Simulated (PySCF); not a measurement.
AsBFH3, SMILES FB[AsH2]. Atoms are numbered in the order given.

```xyz
6

B     -1.0866    -0.4473     0.5846
As     0.5961    -0.0049    -0.4790
H      1.2758    -1.3245    -0.1086
H      1.2605     0.7977     0.6416
F     -1.6815     0.4933     1.3179
H     -1.6421    -1.5138     0.4894
```
Charge 0, spin multiplicity 1.

Geometry: PBE-D3(BJ)/def2-TZVP.

Vertical ionisation energy (IE) and electron affinity (EA) in eV. Rows of orbital energies are one-electron estimates. Where ΔSCF, EOM or ADC give a negative EA the extra electron is unbound and the value depends on the basis.

```tsv
level	IE	EA
−ε(HOMO), −ε(LUMO), CAM-B3LYP/def2-TZVPD (PySCF)	8.88	0.30
ADC(2)/aug-cc-pVDZ (PySCF)	___	___
```

What belongs in the gaps? (Estimate from the structure and the level; the computed values follow.)


- ADC(2)/aug-cc-pVDZ (PySCF), IE: 9.59
- ADC(2)/aug-cc-pVDZ (PySCF), EA: -0.49

Beyond the first one, list the lowest photoelectron lines from PySCF 2.14.0 with ADC(2)/aug-cc-pVDZ with their pole strengths (two spins summed). (An estimate is asked for; the answer gives what the named calculation found.)

11.21 eV (1.82), 12.84 eV (1.84), 14.30 eV (1.77), 14.98 eV (1.73), 15.76 eV (1.76).
